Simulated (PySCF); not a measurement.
**Excitation energy of Cr⁺ by level of theory**

Cr⁺ [Ar] 3d5 (6S) → Cr⁺ [Ar] 3d4 4s1 (6D), as a difference of total energies. Calculation: PySCF 2.14, in aug-cc-pVTZ-DK; the spin-free X2C one-electron Hamiltonian (Gaussian nucleus). Correlated levels: valence: [Ar] frozen. The calculations carry no spin-orbit coupling.

```json
{"method": "UHF", "excitation energy (eV)": "0.765", "error (eV)": "-0.757"}
{"method": "LDA", "excitation energy (eV)": "1.763", "error (eV)": "+0.241"}
{"method": "PBE", "excitation energy (eV)": "1.609", "error (eV)": "+0.087"}
{"method": "PBE0", "excitation energy (eV)": "1.542", "error (eV)": "+0.020"}
{"method": "r2SCAN", "excitation energy (eV)": "1.454", "error (eV)": "-0.068"}
{"method": "TPSS", "excitation energy (eV)": "1.571", "error (eV)": "+0.049"}
{"method": "BP86", "excitation energy (eV)": "1.562", "error (eV)": "+0.040"}
{"method": "M06-2X", "excitation energy (eV)": "1.417", "error (eV)": "-0.105"}
{"method": "MP2 (valence)", "excitation energy (eV)": "1.384", "error (eV)": "-0.138"}
{"method": "SCS-MP2 (valence)", "excitation energy (eV)": "0.971", "error (eV)": "-0.551"}
```

Reference: 1.522 eV (measured; NIST levels, between the centres of gravity of the two terms).

Errors of the correlated levels include the incompleteness of this basis and the frozen core.
